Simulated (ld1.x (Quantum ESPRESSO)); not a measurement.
# Transferability test, TM potential for Ga

ld1.x (Quantum ESPRESSO) 7.5 input, shortened:

```
&input
   title='Ga', zed=31., rel=1, dft='PBE', iswitch=3,
   config='[Ar] 3d10 4s2 4p1'
 /
 &inputp
   pseudotype=2, tm=.true., lloc=-1, rcloc=1.60,
   nlcc=.false.
 /
3
4S  1  0   2.00   0.00  1.80  1.80  0.0
4P  2  1   1.00   0.00  2.35  2.35  0.0
3D  3  2  10.00   0.00  0.95  0.95  0.0
 &test
   configts(1)='3d10 4s2 4p1'
 /
```

Energies are relative to the spin-unpolarised reference configuration 3d10 4s2 4p1; without spin polarisation the order of configurations can differ from experiment.

| valence configuration | charge | ΔE all-electron (eV) | error AE − PS (meV) |
| --- | --- | --- | --- |
| 3d10 4s2 4p0 | +1 | 5.688 | +0.5 |
| 3d10 4s1 4p0 | +2 | 26.816 | +17 |
| 3d10 4s0 4p0 | +3 | 58.088 | +86 |
| 3d10 4s1 4p1 | +1 | 13.060 | +6.2 |
| 3d9 4s0 4p0 | +4 | 121.965 | +140 |
| 3d10 4s1 4p2 | 0 | 6.538 | +2.6 |

**Question.** What are ΔE and the potential's error for 3d10 4s2 4p1.3?

**Answer.** ΔE = -0.534 eV all-electron; the error (AE − PS) is +0.1 meV.

Levels in the configuration 3d10 4s1 4p0:

```tsv
level	all-electron (eV)	pseudo (eV)
3d	-39.358	-39.155
4s	-26.069	-26.031
```
